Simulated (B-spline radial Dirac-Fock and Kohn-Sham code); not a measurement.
These are calculated numbers from a radial finite-basis atomic code; the model is configuration-average Dirac-Fock orbitals.

Q: This computed X-ray form factor belongs to an atom or ion in its tabulated ground configuration. Which?

```tsv
sin θ/λ (Å⁻¹)	f₀
0.05	24.882
0.06	24.830
0.1	24.534
0.27	21.897
0.35	20.133
0.45	17.757
0.57	14.981
0.93	9.119
6.68	0.957
```

A: As⁸⁺, with 25 electrons in [Ar] 3d7. f₀ tends to the number of electrons as s goes to zero, which the first rows give only roughly, and the rate of fall reflects the nuclear charge, 33.

Q: This computed X-ray form factor belongs to an atom or ion in its tabulated ground configuration. Which?

```
sin θ/λ (Å⁻¹)     f₀
         0.15  6.986
          0.3  6.943
          0.4  6.899
         0.45  6.872
          0.7  6.696
          1.6  5.606
          2.5  4.241
            3  3.548
          3.5  2.961
```

A: Ag⁴⁰⁺, with 7 electrons in [He] 2s2 2p3. f₀ tends to the number of electrons as s goes to zero, which the first rows give only roughly, and the rate of fall reflects the nuclear charge, 47.
